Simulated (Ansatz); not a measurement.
Consider the ligand exchange at the Sb–N bond: `C[N](C)[SbH2]` + HI → `[SbH2][I]` + `CNC`.

Program: Ansatz. Geometries: PBE0-D4/def2-TZVP. ΔE: electronic, gas phase. CCSD(T)/CBS is the MP2 limit (def2-TZVPP, def2-QZVPP) plus CCSD(T) − MP2 in def2-TZVPP, frozen cores. Functionals use def2-TZVPP. B3LYP here is the variant with VWN-RPA as its local correlation; programs differ in this. HSE06 is defined as in plane-wave codes. def2 core potentials past Kr. For I, Sb outer-core shells are correlated without core-valence functions, which leaves a few kJ/mol of doubt a bond.

| level | ΔE (kJ/mol) | difference from CCSD(T)/CBS |
| --- | --- | --- |
| PBE-D4 | -122.8 | -2.8 |
| revPBE-D4 | -115.4 | 4.6 |
| BLYP-D4 | -116.7 | 3.3 |
| r2SCAN-D4 | -124.2 | -4.2 |
| B97M-V | -115.5 | 4.5 |
| PBE0-D4 | -129.5 | -9.5 |
| B3LYP-D4 | -124.2 | -4.2 |
| r2SCANh-D4 | -127.0 | -7.0 |
| r2SCAN0-D4 | -131.0 | -11.0 |
| HSE06-D4 | -130.3 | -10.3 |
| BHLYP-D4 | -133.2 | -13.2 |
| CAM-B3LYP-D4 | -121.9 | -1.9 |
| ωB97M-V | -123.2 | -3.2 |
| B2PLYP | -124.6 | -4.6 |
| PBE-QIDH | -126.7 | -6.7 |
| PBE | -128.6 | -8.6 |
| BLYP | -129.5 | -9.5 |
| r2SCAN | -125.9 | -5.9 |
| PBE0 | -134.5 | -14.5 |
| B3LYP | -133.5 | -13.5 |
| r2SCANh | -128.8 | -8.8 |
| r2SCAN0 | -133.0 | -13.0 |
| HSE06 | -134.9 | -14.9 |
| BHLYP | -138.0 | -18.0 |
| CAM-B3LYP | -127.0 | -7.0 |
| LC-ωPBE | -126.7 | -6.7 |
| HF/def2-SVP | -153.9 | -33.9 |
| MP2/def2-SVP | -121.5 | -1.5 |
| CCSD/def2-SVP | -124.7 | -4.7 |
| CCSD(T)/def2-SVP | -120.0 | 0.0 |
| HF/def2-TZVPP | -146.9 | -26.9 |
| MP2/def2-TZVPP | -111.4 | 8.6 |
| SCS-MP2/def2-TZVPP | -112.4 | 7.6 |
| CCSD/def2-TZVPP | -113.5 | 6.5 |
| HF/def2-QZVPP | -146.8 | -26.8 |
| MP2/def2-QZVPP | -117.8 | 2.2 |
| SCS-MP2/def2-QZVPP | -118.5 | 1.5 |
| HF/CBS(def2) | -146.8 | -26.8 |
| MP2/CBS(def2) | -122.6 | -2.6 |
| CCSD/CBS(def2) | -124.8 | -4.8 |
| CCSD(T)/CBS | -120.0 | 0 |

Largest T1 diagnostic among the species: 0.013.

Leaving LDA and LC-ωPBE aside and taking each functional with its dispersion term where it has one, the values spread over 17.8 kJ/mol, from BHLYP-D4 to revPBE-D4. LDA lies +11.7 kJ/mol from PBE without D4. From BLYP to BHLYP (50 % exact exchange), in def2-TZVPP and without D4, ΔE moves by −8.5 kJ/mol.
